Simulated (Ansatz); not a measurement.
Sn9AsH16⁺, a doped cluster cut from the lattice of tin (As on a surface site), relaxed as a singlet with RKS r2SCAN-D4/def2-SVP in Ansatz, starting from a model built from a lattice or polyhedron. Force threshold 0.03 eV/Å.

In the def2 sets Sn takes a core potential; there is no spin–orbit coupling.

Start:

```xyz
26

Sn   -0.714    2.705   -0.237
Sn   -2.020   -1.389    1.320
Sn    2.407   -0.219    1.434
As    0.360   -1.093   -2.583
Sn    1.684    2.492    1.235
Sn    0.355   -1.636    2.774
Sn   -2.743    1.308    1.120
Sn   -0.347    1.630   -2.813
Sn   -1.658   -2.472   -1.202
Sn    2.759   -1.304   -1.130
H    -1.171    4.332   -0.350
H    -3.288   -2.290    2.121
H     3.876   -0.372    2.351
H     0.540   -1.678   -3.949
H     1.468    3.138    2.812
H     2.923    3.343    0.410
H     0.145   -0.971    4.332
H     0.801   -3.272    2.905
H    -2.960    1.940    2.689
H    -4.219    1.431    0.243
H    -1.841    1.767   -3.678
H     0.888    2.499   -3.603
H    -3.171   -2.340   -2.132
H    -1.250   -4.140   -1.127
H     4.008   -0.437   -1.952
H     3.166   -2.972   -0.990
```

Problem. Estimate the energy that the relaxation releases and the steps that it takes.

Solution. 16.2 kcal/mol, in 6 steps; 40 s on 2 threads of AMD EPYC 7R13 on a shared host and a share (18 GiB) of an NVIDIA H100 80GB HBM3. No frequencies were taken in this run, so the end may be a saddle point.

Problem. Does the start keep its bonding and symmetry?

Solution. By distances, no bond broke or formed. The bond that changes most is As4–Sn8, from 2.82 to 2.66 Å (atoms count from 1). Point group Cs at the start, C3v at the end, both within 0.05 Å; within 0.015 Å the end is Cs.

Problem. Predict the relaxed structure.

Solution. 
```xyz
26

Sn   -0.722    2.711   -0.142
Sn   -2.022   -1.363    1.392
Sn    2.363   -0.191    1.503
As    0.312   -0.946   -2.266
Sn    1.710    2.523    1.239
Sn    0.374   -1.667    2.814
Sn   -2.798    1.317    1.125
Sn   -0.354    1.595   -2.687
Sn   -1.632   -2.404   -1.183
Sn    2.668   -1.262   -1.070
H    -1.149    4.344   -0.464
H    -3.283   -2.333    2.044
H     3.907   -0.408    2.226
H     0.503   -1.529   -3.650
H     1.497    3.183    2.805
H     2.947    3.360    0.402
H     0.158   -1.016    4.384
H     0.813   -3.320    2.907
H    -3.016    1.977    2.690
H    -4.247    1.437    0.219
H    -1.736    1.414   -3.684
H     0.984    2.139   -3.608
H    -2.889   -2.184   -2.325
H    -0.972   -3.979   -1.311
H     3.706   -0.441   -2.158
H     2.878   -2.957   -1.203
```
Bond lengths (bridged metal pairs left out): 9 × Sn–Sn 2.80 Å; 3 × As–Sn 2.66 Å; 15 × H–Sn 1.71 to 1.72 Å; 1 × As–H 1.51 Å.
